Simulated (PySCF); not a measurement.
A GIAO shielding run with PySCF 2.14.0 with density-fitted response routines (density fitting, non-relativistic, gas phase) on `CCCO[Si@@H](O)CF`, C$_{4}$H$_{11}$FO$_{2}$Si:

```
$ OMP_NUM_THREADS=1 python probes_run.py task.json out

{"job": {"kind": "nmr", "xc": "PBE0", "basis": "pcSseg-1"}, "charge": 0, "multiplicity": 1}
C     -3.248055    -0.377893    -0.129885
C     -1.787257    -0.803367    -0.068023
C     -0.856659     0.319124    -0.513669
O      0.477478    -0.120185    -0.452998
Si     1.795783     0.723785    -0.083642
O      1.525511     1.554167     1.289798
C      3.131569    -0.616423     0.159885
F      4.301256    -0.012060     0.596475
H     -3.523634    -0.100952    -1.144711
H     -3.891641    -1.192479     0.191201
H     -3.424115     0.477680     0.517872
H     -1.522585    -1.085636     0.952197
H     -1.619343    -1.670061    -0.709380
H     -1.076949     0.610417    -1.547509
H     -0.989374     1.195548     0.127173
H      2.193220     1.662806    -1.132859
H      2.244617     1.942364     1.781425
H      3.387763    -1.140519    -0.760386
H      2.872612    -1.357067     0.919572
```

Hardware: 1 thread of an Arm Neoverse V1, shared host. The job also computes population analyses, field gradients.

(1) How large is the calculation?

(2) How long does it take, and how much memory does it need?

Results:

(1) 74 electrons, 198 basis functions and 1050 auxiliary functions.

(2) 36 s of wall time, with 14 SCF cycles and 4 response iterations; peak memory 0.99 GiB. Times on a shared host scatter by some tens of per cent.
